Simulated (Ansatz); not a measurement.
Start from `O=C(S)[TeH]` and change one atom or group to get `O=[C](S)[SbH2]`.

Ansatz, PBE0-D4/def2-TZVP geometries, multiplicity 1. Each molecule was computed in one conformer, which needn't be the lowest.

Elements past krypton have def2 core potentials.  Spin–orbit coupling is left out; it splits and shifts lone-pair levels of the heavy atoms by tenths of an eV.

```tsv
property	`O=C(S)[TeH]`
LUMO energy (PBE0/def2-TZVPP) / eV	-1.80
size of the dipole moment (ωB97M-V/def2-TZVPP) / D	2.47
HOMO energy (PBE0/def2-TZVPP) / eV	-6.96
HOMO–LUMO gap (PBE0/def2-TZVPP) / eV	5.15
HOMO–LUMO gap (PBE/def2-TZVPP) / eV	3.30
HOMO–LUMO gap (ωB97M-V/def2-TZVPP) / eV	9.14
```

What does the change do to each property? (Estimate.)

The calculation gave: 
```csv
property,`O=[C](S)[SbH2]`,shift
LUMO energy (PBE0/def2-TZVPP) / eV,-1.53,0.27
size of the dipole moment (ωB97M-V/def2-TZVPP) / D,2.89,0.42
HOMO energy (PBE0/def2-TZVPP) / eV,-7.01,-0.05
HOMO–LUMO gap (PBE0/def2-TZVPP) / eV,5.48,0.33
HOMO–LUMO gap (PBE/def2-TZVPP) / eV,3.50,0.20
HOMO–LUMO gap (ωB97M-V/def2-TZVPP) / eV,9.34,0.20
```

With PBE0 the HOMO falls by 0.05 eV and the LUMO rises by 0.27 eV, so the gap widens by about 0.32 eV. PBE moves the HOMO by 0.03 eV and ωB97M-V by 0.00 eV. The zero-point energy changes by 17.8 kJ/mol with +3 modes. Dipoles are sizes alone; their direction can turn.
